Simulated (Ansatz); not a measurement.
H4P (SMILES [PH4+]), charge 1, multiplicity 1, relaxed at each level with Ansatz (a first-principles code); harmonic frequencies from differences of analytic forces, average atomic masses, frozen cores.

```json
[
 {"level": "HF/def2-TZVPP", "P1–H2 (Å)": "1.3847", "P1–H3 (Å)": "1.3847", "P1–H4 (Å)": "1.3847", "P1–H5 (Å)": "1.3847", "H2–P1–H3 (°)": "109.5", "H2–P1–H4 (°)": "109.5", "H2–P1–H5 (°)": "109.5", "dipole (D)": "-"},
 {"level": "PBE/def2-TZVPP", "P1–H2 (Å)": "1.4102", "P1–H3 (Å)": "1.4102", "P1–H4 (Å)": "1.4102", "P1–H5 (Å)": "1.4102", "H2–P1–H3 (°)": "109.5", "H2–P1–H4 (°)": "109.5", "H2–P1–H5 (°)": "109.5", "dipole (D)": "-"},
 {"level": "r2SCAN/def2-TZVPP", "P1–H2 (Å)": "1.3993", "P1–H3 (Å)": "1.3993", "P1–H4 (Å)": "1.3993", "P1–H5 (Å)": "1.3993", "H2–P1–H3 (°)": "109.5", "H2–P1–H4 (°)": "109.5", "H2–P1–H5 (°)": "109.5", "dipole (D)": "-"},
 {"level": "B3LYP/def2-TZVPP", "P1–H2 (Å)": "1.3973", "P1–H3 (Å)": "1.3973", "P1–H4 (Å)": "1.3973", "P1–H5 (Å)": "1.3973", "H2–P1–H3 (°)": "109.5", "H2–P1–H4 (°)": "109.5", "H2–P1–H5 (°)": "109.5", "dipole (D)": "-"},
 {"level": "PBE0/def2-TZVPP", "P1–H2 (Å)": "1.4005", "P1–H3 (Å)": "1.4005", "P1–H4 (Å)": "1.4005", "P1–H5 (Å)": "1.4005", "H2–P1–H3 (°)": "109.5", "H2–P1–H4 (°)": "109.5", "H2–P1–H5 (°)": "109.5", "dipole (D)": "-"},
 {"level": "wB97X-V/def2-TZVPP", "P1–H2 (Å)": "1.3975", "P1–H3 (Å)": "1.3975", "P1–H4 (Å)": "1.3975", "P1–H5 (Å)": "1.3975", "H2–P1–H3 (°)": "109.5", "H2–P1–H4 (°)": "109.5", "H2–P1–H5 (°)": "109.5", "dipole (D)": "-"},
 {"level": "MP2/cc-pV(T+d)Z", "P1–H2 (Å)": "1.3892", "P1–H3 (Å)": "1.3892", "P1–H4 (Å)": "1.3892", "P1–H5 (Å)": "1.3892", "H2–P1–H3 (°)": "109.5", "H2–P1–H4 (°)": "109.5", "H2–P1–H5 (°)": "109.5", "dipole (D)": "-"},
 {"level": "CCSD(T)/cc-pV(D+d)Z", "P1–H2 (Å)": "1.4022", "P1–H3 (Å)": "1.4022", "P1–H4 (Å)": "1.4022", "P1–H5 (Å)": "1.4022", "H2–P1–H3 (°)": "109.5", "H2–P1–H4 (°)": "109.5", "H2–P1–H5 (°)": "109.5", "dipole (D)": "-"},
 {"level": "CCSD(T)/cc-pV(T+d)Z", "P1–H2 (Å)": "1.3938", "P1–H3 (Å)": "1.3938", "P1–H4 (Å)": "1.3938", "P1–H5 (Å)": "1.3938", "H2–P1–H3 (°)": "109.5", "H2–P1–H4 (°)": "109.5", "H2–P1–H5 (°)": "109.5", "dipole (D)": "-"}
]
```
